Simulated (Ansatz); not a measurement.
C2H8BNSi can be A, `BN([SiH3])C=C`, or B, `C=NB(C)[SiH3]`.

Calculated with Ansatz (gas phase, PBE0-D4/def2-TZVP geometries, no zero-point term in ΔE). CCSD(T)/CBS adds triple-zeta CCSD(T) − MP2 to the extrapolated MP2 energy (def2 sets, frozen cores). Functionals use def2-TZVPP. B3LYP here is the variant with VWN-RPA as its local correlation; programs differ in this. One conformer a species, not always the lowest.

Question: Which isomer does CCSD(T)/CBS put lower? Give the gap. (Best estimate.)

Answer: Ansatz gave: A, by 11.4 kcal/mol.

Question: Give E(B) − E(A) in kcal/mol with HF/def2-TZVPP, CCSD(T)/def2-TZVPP, B3LYP-D4, ωB97M-V, B3LYP, r2SCAN-D4, CCSD/def2-TZVPP. (Best estimate.)

Answer: The calculation gave: HF/def2-TZVPP 15.0, CCSD(T)/def2-TZVPP 10.8, B3LYP-D4 8.1, ωB97M-V 10.7, B3LYP 6.7, r2SCAN-D4 6.0, CCSD/def2-TZVPP 11.3. None reverses the order clearly.

Largest T1 diagnostic: 0.015.

In def2-TZVPP, CCSD(T) changes the Hartree–Fock value by −4.2 kcal/mol (the triples alone add −0.6 kcal/mol) and MP2 by −2.1 kcal/mol. From PBE to PBE0 (25 % exact exchange), in def2-TZVPP and without D4, E(B) − E(A) moves by +3.7 kcal/mol.
